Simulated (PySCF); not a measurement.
## Calculated data, BClFH

Calculation on a computer-drawn molecule: vertical ionisation energy to the stated ion spin, frozen-core CCSD(T) at the basis limit and cheaper methods, single-reference cases, UHF for radicals, no spin-orbit; all values are single points at the evaluated structure, the first of each entry, which is the reference or a displaced copy of it and isn't optimised; the reference structure only sets the zero of the energies above reference; triples share is (T) over the correlation energy. Program: PySCF 2.14.0.

Common to all runs: charge 0; multiplicity 1; ion multiplicity 2; diffuse functions no; basis cc-pV(n+d)Z; reference is the Hartree-Fock double-zeta minimum; best is HF at quadruple zeta + MP2 correlation extrapolated from triple and quadruple zeta + CCSD(T) minus MP2 at triple zeta; basis step is the size of the change from the same recipe one zeta lower.

```json
{"entry": 1, "formula": "BClFH", "evaluated_structure": {"atoms_angstrom": [["F", 0.6612, 0.8337, 1.2481], ["B", 0.9156, -0.0455, 0.3056], ["Cl", -0.0807, -0.0223, -1.139], ["H", 1.786, -0.8399, 0.4277]]}, "reference_structure": {"atoms_angstrom": [["F", 0.664, 0.8328, 1.2504], ["B", 0.9107, -0.0473, 0.3049], ["Cl", -0.0805, -0.0226, -1.1406], ["H", 1.7869, -0.8386, 0.4341]]}, "given": {"drawn_bonds_atom": [1, 2, 2], "drawn_bonds_other_atom": [2, 3, 4], "drawn_bonds_order": [1, 1, 1]}, "results": {"ionisation_energy_best [eV]": 12.52, "ionisation_energy_basis_step [eV]": 0.09151, "energy_above_reference_best [kcal/mol]": 0.01198, "energy_above_reference_basis_step [kcal/mol]": 0.0086, "triple_zeta_method": ["HF", "PBE", "r2SCAN", "B3LYP", "wB97X", "MP2", "CCSD", "CCSD(T)"], "triple_zeta_ionisation_energy [eV]": [11.34, 11.96, 12.13, 12.24, 12.35, 12.46, 12.27, 12.31], "triple_zeta_energy_above_reference [kcal/mol]": [-0.02353, 0.03635, 0.01426, 0.01087, 0.02051, 0.01822, 0.01545, 0.02062], "ionisation_energy_Koopmans_at_triple_zeta [eV]": 12.89, "ionisation_energy_EOM_CCSD_at_triple_zeta [eV]": 12.4, "total_energy_HF_triple_zeta [hartree]": -584.3716, "total_energy_CCSD(T)_triple_zeta [hartree]": -584.9521, "total_energy_best [hartree]": -585.0505, "T1_diagnostic_at_triple_zeta": 0.0124, "D1_diagnostic_at_triple_zeta": 0.04258, "ion_T1_diagnostic_at_triple_zeta": 0.02331, "ion_D1_diagnostic_at_triple_zeta": 0.1086, "ion_spin_squared_at_triple_zeta": 0.7617, "triples_share_at_triple_zeta": 0.0345, "basis_functions_triple_zeta": 113, "dipole_magnitude_HF_at_triple_zeta [debye]": 1.021, "dipole_magnitude_CCSD_unrelaxed_at_triple_zeta [debye]": 0.7898, "dipole_magnitude_PBE_at_triple_zeta [debye]": 0.6206, "dipole_magnitude_r2SCAN_at_triple_zeta [debye]": 0.7077, "dipole_magnitude_B3LYP_at_triple_zeta [debye]": 0.7414, "dipole_magnitude_wB97X_at_triple_zeta [debye]": 0.8113}}
{"entry": 2, "formula": "BClFH", "evaluated_structure": {"atoms_angstrom": [["F", 0.6267, 0.8172, 1.2378], ["B", 0.918, -0.0876, 0.2851], ["Cl", -0.0905, 0.0428, -1.2223], ["H", 1.8314, -0.8311, 0.4591]]}, "reference_structure": {"atoms_angstrom": [["F", 0.664, 0.8328, 1.2504], ["B", 0.9107, -0.0473, 0.3049], ["Cl", -0.0805, -0.0226, -1.1406], ["H", 1.7869, -0.8386, 0.4341]]}, "given": {"drawn_bonds_atom": [1, 2, 2], "drawn_bonds_other_atom": [2, 3, 4], "drawn_bonds_order": [1, 1, 1]}, "results": {"ionisation_energy_best [eV]": 12.49, "ionisation_energy_basis_step [eV]": 0.09392, "energy_above_reference_best [kcal/mol]": 2.67, "energy_above_reference_basis_step [kcal/mol]": 0.2425, "triple_zeta_method": ["HF", "PBE", "r2SCAN", "B3LYP", "wB97X", "MP2", "CCSD", "CCSD(T)"], "triple_zeta_ionisation_energy [eV]": [11.27, 12.04, 12.19, 12.28, 12.35, 12.41, 12.22, 12.27], "triple_zeta_energy_above_reference [kcal/mol]": [3.106, 1.924, 2.496, 2.352, 2.532, 2.691, 2.696, 2.507], "ionisation_energy_Koopmans_at_triple_zeta [eV]": 12.89, "ionisation_energy_EOM_CCSD_at_triple_zeta [eV]": 12.37, "total_energy_HF_triple_zeta [hartree]": -584.3666, "total_energy_CCSD(T)_triple_zeta [hartree]": -584.9481, "total_energy_best [hartree]": -585.0462, "T1_diagnostic_at_triple_zeta": 0.01302, "D1_diagnostic_at_triple_zeta": 0.04508, "ion_T1_diagnostic_at_triple_zeta": 0.01859, "ion_D1_diagnostic_at_triple_zeta": 0.06831, "ion_spin_squared_at_triple_zeta": 0.7614, "triples_share_at_triple_zeta": 0.03497, "basis_functions_triple_zeta": 113, "dipole_magnitude_HF_at_triple_zeta [debye]": 1.328, "dipole_magnitude_CCSD_unrelaxed_at_triple_zeta [debye]": 1.058, "dipole_magnitude_PBE_at_triple_zeta [debye]": 0.8657, "dipole_magnitude_r2SCAN_at_triple_zeta [debye]": 0.972, "dipole_magnitude_B3LYP_at_triple_zeta [debye]": 1.002, "dipole_magnitude_wB97X_at_triple_zeta [debye]": 1.092}}
{"entry": 3, "formula": "BClFH", "evaluated_structure": {"atoms_angstrom": [["F", 0.6494, 0.8154, 1.2421], ["B", 0.9181, -0.04, 0.2685], ["Cl", -0.1003, -0.0184, -1.1345], ["H", 1.7919, -0.8416, 0.4671]]}, "reference_structure": {"atoms_angstrom": [["F", 0.664, 0.8328, 1.2504], ["B", 0.9107, -0.0473, 0.3049], ["Cl", -0.0805, -0.0226, -1.1406], ["H", 1.7869, -0.8386, 0.4341]]}, "given": {"drawn_bonds_atom": [1, 2, 2], "drawn_bonds_other_atom": [2, 3, 4], "drawn_bonds_order": [1, 1, 1]}, "results": {"ionisation_energy_best [eV]": 12.62, "ionisation_energy_basis_step [eV]": 0.09164, "energy_above_reference_best [kcal/mol]": 0.563, "energy_above_reference_basis_step [kcal/mol]": 0.008743, "triple_zeta_method": ["HF", "PBE", "r2SCAN", "B3LYP", "wB97X", "MP2", "CCSD", "CCSD(T)"], "triple_zeta_ionisation_energy [eV]": [11.46, 11.99, 12.17, 12.3, 12.44, 12.57, 12.37, 12.41], "triple_zeta_energy_above_reference [kcal/mol]": [0.8617, 0.4657, 0.5424, 0.6137, 0.5146, 0.587, 0.62, 0.5951], "ionisation_energy_Koopmans_at_triple_zeta [eV]": 12.99, "ionisation_energy_EOM_CCSD_at_triple_zeta [eV]": 12.5, "total_energy_HF_triple_zeta [hartree]": -584.3702, "total_energy_CCSD(T)_triple_zeta [hartree]": -584.9512, "total_energy_best [hartree]": -585.0496, "T1_diagnostic_at_triple_zeta": 0.01244, "D1_diagnostic_at_triple_zeta": 0.04277, "ion_T1_diagnostic_at_triple_zeta": 0.02554, "ion_D1_diagnostic_at_triple_zeta": 0.1239, "ion_spin_squared_at_triple_zeta": 0.7619, "triples_share_at_triple_zeta": 0.03455, "basis_functions_triple_zeta": 113, "dipole_magnitude_HF_at_triple_zeta [debye]": 0.9798, "dipole_magnitude_CCSD_unrelaxed_at_triple_zeta [debye]": 0.7548, "dipole_magnitude_PBE_at_triple_zeta [debye]": 0.5812, "dipole_magnitude_r2SCAN_at_triple_zeta [debye]": 0.6612, "dipole_magnitude_B3LYP_at_triple_zeta [debye]": 0.7075, "dipole_magnitude_wB97X_at_triple_zeta [debye]": 0.7587}}
{"entry": 4, "formula": "BClFH", "evaluated_structure": {"atoms_angstrom": [["F", 0.6494, 0.8154, 1.2421], ["B", 0.9181, -0.04, 0.2685], ["Cl", -0.085, -0.0187, -1.1135], ["H", 1.7919, -0.8416, 0.4671]]}, "reference_structure": {"atoms_angstrom": [["F", 0.664, 0.8328, 1.2504], ["B", 0.9107, -0.0473, 0.3049], ["Cl", -0.0805, -0.0226, -1.1406], ["H", 1.7869, -0.8386, 0.4341]]}, "given": {"drawn_bonds_atom": [1, 2, 2], "drawn_bonds_other_atom": [2, 3, 4], "drawn_bonds_order": [1, 1, 1]}, "results": {"ionisation_energy_best [eV]": 12.66, "ionisation_energy_basis_step [eV]": 0.09108, "energy_above_reference_best [kcal/mol]": 0.8525, "energy_above_reference_basis_step [kcal/mol]": 0.04294, "triple_zeta_method": ["HF", "PBE", "r2SCAN", "B3LYP", "wB97X", "MP2", "CCSD", "CCSD(T)"], "triple_zeta_ionisation_energy [eV]": [11.52, 11.99, 12.18, 12.31, 12.46, 12.62, 12.41, 12.44], "triple_zeta_energy_above_reference [kcal/mol]": [1.264, 0.8814, 0.857, 0.9887, 0.8171, 0.8854, 0.9635, 0.9653], "ionisation_energy_Koopmans_at_triple_zeta [eV]": 13.01, "ionisation_energy_EOM_CCSD_at_triple_zeta [eV]": 12.53, "total_energy_HF_triple_zeta [hartree]": -584.3695, "total_energy_CCSD(T)_triple_zeta [hartree]": -584.9506, "total_energy_best [hartree]": -585.0491, "T1_diagnostic_at_triple_zeta": 0.01233, "D1_diagnostic_at_triple_zeta": 0.04234, "ion_T1_diagnostic_at_triple_zeta": 0.02744, "ion_D1_diagnostic_at_triple_zeta": 0.137, "ion_spin_squared_at_triple_zeta": 0.7621, "triples_share_at_triple_zeta": 0.03448, "basis_functions_triple_zeta": 113, "dipole_magnitude_HF_at_triple_zeta [debye]": 0.9557, "dipole_magnitude_CCSD_unrelaxed_at_triple_zeta [debye]": 0.741, "dipole_magnitude_PBE_at_triple_zeta [debye]": 0.5721, "dipole_magnitude_r2SCAN_at_triple_zeta [debye]": 0.6451, "dipole_magnitude_B3LYP_at_triple_zeta [debye]": 0.6962, "dipole_magnitude_wB97X_at_triple_zeta [debye]": 0.7341}}
{"entry": 5, "formula": "BClFH", "evaluated_structure": {"atoms_angstrom": [["F", 0.6494, 0.8154, 1.2421], ["B", 0.9181, -0.04, 0.2685], ["Cl", -0.1532, -0.0173, -1.2073], ["H", 1.7919, -0.8416, 0.4671]]}, "reference_structure": {"atoms_angstrom": [["F", 0.664, 0.8328, 1.2504], ["B", 0.9107, -0.0473, 0.3049], ["Cl", -0.0805, -0.0226, -1.1406], ["H", 1.7869, -0.8386, 0.4341]]}, "given": {"drawn_bonds_atom": [1, 2, 2], "drawn_bonds_other_atom": [2, 3, 4], "drawn_bonds_order": [1, 1, 1]}, "results": {"ionisation_energy_best [eV]": 12.47, "ionisation_energy_basis_step [eV]": 0.09213, "energy_above_reference_best [kcal/mol]": 2.306, "energy_above_reference_basis_step [kcal/mol]": 0.1493, "triple_zeta_method": ["HF", "PBE", "r2SCAN", "B3LYP", "wB97X", "MP2", "CCSD", "CCSD(T)"], "triple_zeta_ionisation_energy [eV]": [11.26, 11.96, 12.12, 12.22, 12.32, 12.39, 12.21, 12.25], "triple_zeta_energy_above_reference [kcal/mol]": [2.39, 1.684, 2.144, 1.99, 2.224, 2.361, 2.259, 2.128], "ionisation_energy_Koopmans_at_triple_zeta [eV]": 12.87, "ionisation_energy_EOM_CCSD_at_triple_zeta [eV]": 12.35, "total_energy_HF_triple_zeta [hartree]": -584.3677, "total_energy_CCSD(T)_triple_zeta [hartree]": -584.9487, "total_energy_best [hartree]": -585.0468, "T1_diagnostic_at_triple_zeta": 0.0128, "D1_diagnostic_at_triple_zeta": 0.0441, "ion_T1_diagnostic_at_triple_zeta": 0.02057, "ion_D1_diagnostic_at_triple_zeta": 0.0863, "ion_spin_squared_at_triple_zeta": 0.7615, "triples_share_at_triple_zeta": 0.03484, "basis_functions_triple_zeta": 113, "dipole_magnitude_HF_at_triple_zeta [debye]": 1.167, "dipole_magnitude_CCSD_unrelaxed_at_triple_zeta [debye]": 0.9246, "dipole_magnitude_PBE_at_triple_zeta [debye]": 0.7555, "dipole_magnitude_r2SCAN_at_triple_zeta [debye]": 0.851, "dipole_magnitude_B3LYP_at_triple_zeta [debye]": 0.8742, "dipole_magnitude_wB97X_at_triple_zeta [debye]": 0.9646}}
```
